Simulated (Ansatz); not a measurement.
Two structures of AlNH$_{6}$OF$_{2}$, singlet, reached by relaxing down either side of one saddle point (PBE0-D4/def2-TZVP). Energies are electronic, without zero-point energy. Program: Ansatz 0.2.0. Basis: def2-TZVPP and def2-QZVPP. Cores are frozen in the correlated methods. Extrapolation: Hartree–Fock as exp(−7.88 √X), correlation as X^−2.97. First:

```
11
angstrom
Al -0.7870 0.6027 -1.0390
H 0.7549 0.8857 -1.3477
F -1.4613 -0.6573 -1.8951
F -1.7392 1.9510 -0.8273
H 0.1190 -0.5085 1.0401
N -0.8233 -0.1789 0.7983
H 1.8773 0.0098 -0.1767
O 1.9871 -0.4877 0.6489
H -1.4648 -0.9652 0.8289
H -1.1215 0.4997 1.4915
H 2.6588 -1.1512 0.4780
```

Second:

Al1  (-0.960, 0.418, -0.777)
H2  (0.855, 1.140, -1.302)
F3  (-1.015, -0.720, -1.963)
F4  (-1.384, 1.975, -1.106)
H5  (0.938, -0.564, 1.014)
N6  (-0.979, -0.178, 0.907)
H7  (1.142, 0.603, -0.831)
O8  (1.860, -0.553, 0.687)
H9  (-1.361, -1.094, 1.095)
H10  (-1.227, 0.442, 1.665)
H11  (2.132, -1.470, 0.609)
(Å)

Task: Which bonds change from the first to the second?

Result: AlHF₂ ([F][AlH][F]) + H₂O + NH₃ → AlNH₂F₂ ([NH2][Al]([F])[F]) + H₂O + H₂; bonds formed: H2–H7, H5–O8; dative contacts that become bonds: Al1–N6; bonds broken: Al1–H2, H5–N6, H7–O8.

Task: Give the saddle point's structure and its height above each. (An estimate is asked for; the value comes from the calculation.)

Result: Computed: 31.22 kcal/mol above the first and 11.70 kcal/mol above the second (CCSD(T) at an estimated basis limit (MP2 extrapolated from triple and quadruple zeta, plus CCSD(T) − MP2 in triple zeta)).
| atom | x (Å) | y (Å) | z (Å) |
| --- | --- | --- | --- |
| Al1 | -0.8273 | 0.4944 | -0.8612 |
| H2 | 0.8772 | 0.6911 | -1.1963 |
| F3 | -1.2813 | -0.6263 | -1.9898 |
| F4 | -1.3917 | 2.0441 | -0.9413 |
| H5 | 0.6799 | -0.4244 | 0.9357 |
| N6 | -0.7926 | -0.2406 | 0.8481 |
| H7 | 1.3037 | 0.2589 | -0.4553 |
| O8 | 1.7182 | -0.2972 | 0.6486 |
| H9 | -1.2987 | -1.1141 | 0.9372 |
| H10 | -1.1132 | 0.3670 | 1.5931 |
| H11 | 2.1260 | -1.1528 | 0.4814 |

T1 diagnostic: at most 0.012.

The step is the kind of exchange with an N–H group that builds nitride films in atomic layer and chemical vapour deposition.

Labels in which every atom is bracketed show which atoms are joined, not bond orders.

For scale, one of the runs: CCSD(T)/def2-TZVPP, 250 basis functions, launched by `ansatz run in.yaml --threads 8 --pin off --events-out ev --progress --plain --max-ram 19148MiB`. Hardware: 8 CPU threads of an Intel Xeon 6975P-C, shared host. Wall time 35 s; peak host memory 6.1 GiB.
